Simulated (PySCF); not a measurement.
## Rhodium: a sound run and one with changed settings

Sound run: Rh [Kr] 4d8 5s1, Rh⁺ [Kr] 4d8. All numbers are calculated (PySCF 2.14, scalar relativity through the core potential, in def2-TZVP with the def2 core potential (28 electrons)). The sound run starts from symmetry-adapted Hartree-Fock orbitals and uses a fine grid where one is needed.

Changed run: basis STO-3G, all-electron and non-relativistic. This setting is unsound on purpose.

```csv
species,method,sound run (hartree),changed run (hartree),converged
Rh,UHF,-109.74319,-4639.47757,yes
Rh,LDA,-110.26361,-4636.18726,yes
Rh,MN15,-110.26065,-4637.85287,yes
Rh⁺,UHF,-109.51136,-4639.36397,yes
Rh⁺,LDA,-109.96276,-4636.03045,yes
Rh⁺,MN15,-109.97836,-4637.72743,yes
```

Ionisation energy of Rh:

| method | sound run (eV) | changed run (eV) |
| --- | --- | --- |
| UHF | 6.309 | 3.091 |
| LDA | 8.187 | 4.267 |
| MN15 | 7.681 | 3.413 |

A minimal basis cannot let orbitals breathe on ionisation and holds almost no correlation. The Hamiltonian changed with the basis, so the totals do not compare.

For comparison, NIST gives 7.459 eV between the lowest levels.
